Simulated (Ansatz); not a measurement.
`[OH][GeH2][Br]` + HI → `[OH][GeH2][I]` + HBr at 500 K and 1 bar (ligand exchange at a Ge–Br bond).

Computed with Ansatz on PBE0-D4/def2-TZVP structures; ΔE is electronic, products minus reactants. CCSD(T)/CBS adds triple-zeta CCSD(T) − MP2 to the extrapolated MP2 energy (def2 sets, frozen cores). Elements past krypton have def2 core potentials. For Br, Ge, I outer-core shells are correlated without core-valence functions, which leaves a few kJ/mol of doubt a bond. Scalar relativity is left out up to krypton. One conformer a species, not always the lowest.

```csv
species,CCSD(T)/CBS energy (Eh),H − E (kJ/mol),S (J/(mol·K))
`[OH][GeH2][Br]`,-4726.46896,113.2,359.0
HI,-298.03592,28.6,221.6
`[OH][GeH2][I]`,-2450.58625,112.9,367.8
HBr,-2573.91920,30.5,213.7
```

H − E and S are ideal-gas, rigid-rotor, harmonic terms from PBE0-D4/def2-TZVP, for one conformer and one mirror image of each species. 1 Eh = 2625.50 kJ/mol, R = 8.31446 J/(mol·K).

Task: By hand: ΔE, ΔH, ΔS and ΔG.

Result: ΔE = (-2450.58625) + (-2573.91920) − (-4726.46896) − (-298.03592) = -0.00057 Eh = -1.5 kJ/mol. Δ(H − E) = 112.9 + 30.5 − 113.2 − 28.6 = 1.6, so ΔH = 0.1 kJ/mol. ΔS = 367.8 + 213.7 − 359.0 − 221.6 = 0.9 J/(mol·K). ΔG = 0.1 − 500 × (0.9)/1000 = -0.3 kJ/mol.

Task: By hand: the equilibrium constant, and the temperature at which ΔG would vanish if ΔH and ΔS stayed fixed.

Result: log₁₀ K = −ΔG/(RT ln 10) = 0.0. ΔG = 0 at ΔH/ΔS = 111 K, though so small a ΔH makes that figure unsure.

TΔS isn't small against ΔH here. The sign of ΔG lies within the doubt. A doubt of 5 kJ/mol in ΔE shifts log₁₀ K by 0.5 here. Other conformers and mirror images would add mixing entropy, several J/(mol·K) or more a flexible species. These are equilibria of isolated gas molecules and say nothing of rates. Largest T1 diagnostic: 0.010 (customary marks: 0.02 for closed shells, 0.045 for open ones).
